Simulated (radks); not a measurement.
Results of a calculation; reference values are marked as such.
All-electron atom: La2+ in [Xe] 5d1.

Level of theory: Dirac Kohn-Sham, BLYP, spin-unpolarised, spherical densities, finite nucleus; open shells fill j = l - 1/2 first; Fermi nuclear charge, rms radius 4.855 fm (a radial shooting solver on a logarithmic mesh with Libxc functionals).

Energy parts (eV):
part                      energy
total                 -231222.06
kinetic                247435.69
electron-nucleus      -561810.05
Hartree                 88712.22
exchange-correlation    -5559.93

Orbitals (lengths in bohr, moments of r in powers of bohr; <r^-3> diverges for s and p1/2):
orbital  occ.  eigenvalue (eV)   <1/r>  <r^-3>
1s1/2       2        -38733.36   62.01       -
2s1/2       2        -6174.190   14.59       -
2p1/2       2        -5824.333   14.57       -
2p3/2       4        -5411.034   13.25    6684
3s1/2       2        -1330.213   5.252       -
3p1/2       2        -1182.614   5.166       -
3p3/2       4        -1102.085   4.837    1336
3d3/2       4        -843.2975   4.700   218.1
3d5/2       6        -826.0657   4.616   199.0
4s1/2       2        -278.4622   2.172       -
4p1/2       2        -224.1561   2.068       -
4p3/2       4        -206.9907   1.961   285.7
4d3/2       4        -117.9371   1.742   38.45
4d5/2       6        -114.9582   1.715   34.77
5s1/2       2         -51.2629  0.8566       -
5p1/2       2         -36.4357  0.7576       -
5p3/2       4         -33.8773  0.7200   42.30
4f5/2       0         -16.9284   1.157   3.760
4f7/2       0         -16.6484   1.147   3.662
5d3/2       1         -14.7162  0.4953   3.113
5d5/2       0         -14.4790  0.4877   2.796
6s1/2       0         -13.6418  0.3394       -

The highest occupied level is 5d3/2 at -14.716 eV. The configuration is held as typed, so some empty levels lie below it. The density falls to 0.001 e/bohr^3 at r = 3.94 bohr. Summed over all electrons, <r^2> = 47.67 bohr^2, which gives a Langevin (diamagnetic) susceptibility term of -37.8 x 10^-6 cm^3/mol.
